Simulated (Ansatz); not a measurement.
A CCSD(T) single point on `CCCCCCCCCCCCO`.

```yaml
crystal:
  periodic: [false, false, false]
  atoms:
    - {symbol: C, position_ang: [4.288331, 0.717594, -2.946618]}
    - {symbol: C, position_ang: [3.597642, -0.501388, -2.360433]}
    - {symbol: C, position_ang: [2.082384, -0.374228, -2.362302]}
    - {symbol: C, position_ang: [1.346045, -1.608459, -1.856632]}
    - {symbol: C, position_ang: [1.672415, -2.014618, -0.421903]}
    - {symbol: C, position_ang: [1.453318, -0.927021, 0.622212]}
    - {symbol: C, position_ang: [0.024644, -0.413789, 0.701165]}
    - {symbol: C, position_ang: [-0.173541, 0.608336, 1.809662]}
    - {symbol: C, position_ang: [-1.568599, 1.216274, 1.859891]}
    - {symbol: C, position_ang: [-2.663649, 0.222297, 2.220380]}
    - {symbol: C, position_ang: [-4.047850, 0.841049, 2.371319]}
    - {symbol: C, position_ang: [-4.592264, 1.477262, 1.103879]}
    - {symbol: O, position_ang: [-4.725539, 0.563520, 0.033568]}
    - {symbol: H, position_ang: [3.980168, 0.884992, -3.982593]}
    - {symbol: H, position_ang: [4.038962, 1.620086, -2.381007]}
    - {symbol: H, position_ang: [5.375411, 0.609920, -2.936353]}
    - {symbol: H, position_ang: [3.955521, -0.663546, -1.338244]}
    - {symbol: H, position_ang: [3.883680, -1.396355, -2.926025]}
    - {symbol: H, position_ang: [1.795862, 0.502129, -1.768019]}
    - {symbol: H, position_ang: [1.747082, -0.159794, -3.383747]}
    - {symbol: H, position_ang: [1.574233, -2.453391, -2.516582]}
    - {symbol: H, position_ang: [0.268086, -1.440814, -1.951832]}
    - {symbol: H, position_ang: [1.061345, -2.886351, -0.160510]}
    - {symbol: H, position_ang: [2.712066, -2.353344, -0.366271]}
    - {symbol: H, position_ang: [1.742741, -1.319767, 1.603746]}
    - {symbol: H, position_ang: [2.127538, -0.083666, 0.430785]}
    - {symbol: H, position_ang: [-0.650386, -1.265103, 0.847035]}
    - {symbol: H, position_ang: [-0.260860, 0.041953, -0.254923]}
    - {symbol: H, position_ang: [0.561011, 1.411631, 1.680422]}
    - {symbol: H, position_ang: [0.054668, 0.142832, 2.776767]}
    - {symbol: H, position_ang: [-1.783562, 1.683172, 0.890684]}
    - {symbol: H, position_ang: [-1.580475, 2.031674, 2.592557]}
    - {symbol: H, position_ang: [-2.706580, -0.581523, 1.476500]}
    - {symbol: H, position_ang: [-2.394358, -0.272190, 3.160520]}
    - {symbol: H, position_ang: [-4.753172, 0.071864, 2.701600]}
    - {symbol: H, position_ang: [-4.023378, 1.608430, 3.154733]}
    - {symbol: H, position_ang: [-3.972344, 2.334190, 0.806679]}
    - {symbol: H, position_ang: [-5.597658, 1.861954, 1.289682]}
    - {symbol: H, position_ang: [-3.848940, 0.264188, -0.219799]}
basis:
  gaussian: {orbitals: def2-SVP}
correlation: {method: ccsd_t}
```

```sh
$ ansatz run in.yaml --threads 11 --pin off --events-out ev --progress --plain --max-ram 174080MiB --backend cuda --devices 0, --max-vram 75GiB
```

Log, shortened:

```
Functional definition: HF
3223 factors; integrals over basis functions are off by at most 1.6e-3 eV
mean field evaluation 1: about -14795.2041 eV, gradient 5.4e1 eV
mean field evaluation 2: about -14795.2190 eV, gradient 5.4e1 eV
mean field evaluation 4: about -14803.6437 eV, gradient 6.5e0 eV
mean field evaluation 8: about -14803.7624 eV, gradient 6.1e-2 eV
mean field evaluation 16: about -14803.7459 eV, gradient 1.1e0 eV
mean field -14803.76244203 eV, -544.0282353941 hartree, gradient 1.7e-6 eV, S^2 0.000000; 0 other end points of the search recorded, 0 dependent functions left out
13 core orbitals not correlated: weight in the atoms' cores, before any rotation towards them, 1.000 or more for the frozen orbitals, at most 0.000 for the correlated occupied ones
reference -14803.76244203 eV, -544.0282353941 hartree; 40, 40 occupied and 259, 259 virtual orbitals, 3223 factors
second order -52.18251147 eV of doubles, -0.00000000 eV of singles
cycle   1  -55.02762821 eV  change    -2.8e0 eV  update   1.4e-1
cycle   2  -56.37909341 eV  change    -1.4e0 eV  update   3.9e-2
cycle   3  -56.57414574 eV  change   -2.0e-1 eV  update   1.4e-2
cycle   4  -56.57904839 eV  change   -4.9e-3 eV  update   3.5e-3
cycle   5  -56.58180989 eV  change   -2.8e-3 eV  update   1.1e-3
cycle   6  -56.58240924 eV  change   -6.0e-4 eV  update   3.0e-4
cycle   7  -56.58236008 eV  change    4.9e-5 eV  update   1.2e-4
cycle   8  -56.58236273 eV  change   -2.6e-6 eV  update   4.0e-5
perturbative correction -1.69651315 eV, -0.0623457084 hartree
Total energy: -14862.04131792 eV, -546.1699445800 hartree
```

Hardware: 11 threads of an AMD EPYC 7R13 on a shared host and a whole NVIDIA H100 80 GB. Wall time 12 s, peak host memory 2.6 GiB.

The correlation energy is -58.279 eV, 2.9 % of it from (T); the T1 diagnostic reads 0.0073.
